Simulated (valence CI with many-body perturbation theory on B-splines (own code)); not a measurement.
W XXXIV: fill in the table

Calculated by valence CI with perturbative core correlation (CI+MBPT): five valence electrons over a frozen Dirac-Fock core [Kr], radial functions for each j: 7 s, 7 p, 8 d, 6 f, 4 g, 1 h, with the one-electron correlation potential Σ1, the two-electron term Σ2, the three-electron term Σ3, Breit, model QED; selected CI, second order for the rest, scaled by the run's own slope (own B-spline code, finite nucleus).

The last digits are not significant, and no measured levels were compared; by estimate large intervals hold to a few tenths of a per cent, small ones and those within an open d or f shell to about a per cent. The list stops below the first excitations out of the core.

```csv
Level,E (eV)
(4d3/2^4 4d5/2) J=5/2,0.000
(4d3/2^3 4d5/2^2) J=5/2 [a],12.721
(4d3/2^3 4d5/2^2) J=7/2 [a],17.345
(4d3/2^3 4d5/2^2) J=3/2 [a],17.838
(4d3/2^3 4d5/2^2) J=11/2,18.301
(4d3/2^3 4d5/2^2) J=9/2,19.800
(4d3/2^3 4d5/2^2) J=5/2 [b],?
(4d3/2^3 4d5/2^2) J=1/2,21.656
(4d3/2^3 4d5/2^2) J=7/2 [b],?
(4d3/2^3 4d5/2^2) J=3/2 [b],?
(4d3/2^2 4d5/2^3) J=5/2 [a],29.987
(4d3/2^2 4d5/2^3) J=7/2 [a],32.847
(4d3/2^2 4d5/2^3) J=11/2,33.496
(4d3/2^2 4d5/2^3) J=9/2 [a],?
(4d3/2^2 4d5/2^3) J=1/2 [a],35.100
(4d3/2^2 4d5/2^3) J=13/2,35.735
(4d3/2^2 4d5/2^3) J=3/2 [a],?
(4d3/2^2 4d5/2^3) J=5/2 [b],36.436
(4d3/2^2 4d5/2^3) J=9/2 [b],38.777
(4d3/2^2 4d5/2^3) J=7/2 [b],?
```

Levels are named by their leading jj configuration (3d3/2^4 stands for four electrons in 3d with j = 3/2), which in mixed levels can hold well under half, so a name can repeat and another be missing. Letters in brackets count levels of one name in rising energy.

(1) The levels stand in rising order. What does the calculation give for the missing energies?

## Answers

(1) (4d3/2^3 4d5/2^2) J=5/2 [b] 20.792; (4d3/2^3 4d5/2^2) J=7/2 [b] 22.708; (4d3/2^3 4d5/2^2) J=3/2 [b] 28.068; (4d3/2^2 4d5/2^3) J=9/2 [a] 34.107; (4d3/2^2 4d5/2^3) J=3/2 [a] 35.984; (4d3/2^2 4d5/2^3) J=7/2 [b] 39.454.
